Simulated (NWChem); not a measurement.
## Atomisation of FGa

```xyz
2

Ga     0.0000     0.0000    -0.4019
F      0.0000     0.0000     1.3842
```
Charge 0, spin multiplicity 1.

Everything below was run with NWChem. All single points use one geometry, from B3LYP/def2-SVP, a minimum by its harmonic frequencies.

Basis set: def2-TZVP. The atomisation energy is electronic alone: no zero-point, thermal, spin-orbit or counterpoise terms. No value is extrapolated to the basis-set limit. Free atoms are single determinants with multiplicities Ga 2, F 2. Correlated methods freeze the same cores in atoms and molecule, 10 orbitals in all.

```
method       atomisation energy (kcal/mol)
-----------  -----------------------------
r2SCAN                               140.9
B3LYP                                139.0
PBE0                                 137.0
TPSS                                 141.6
BP86                                 144.3
PBE                                  144.9
MP2                                  145.8
CCSD(T)                              137.7
HF                                    97.0
LDA (SVWN5)                          165.4
```

The values span 68.4 kcal/mol, from HF (lowest) to LDA (SVWN5) (highest). 

The Hamiltonian is non-relativistic. B3LYP has NWChem's definition, with VWN1-RPA local correlation. The structure started from a generated list of species. The stability of the SCF solutions was not checked. Open-shell Hartree-Fock references start from PBE0 orbitals. Coupled-cluster values serve here as a point of comparison, not as the truth.
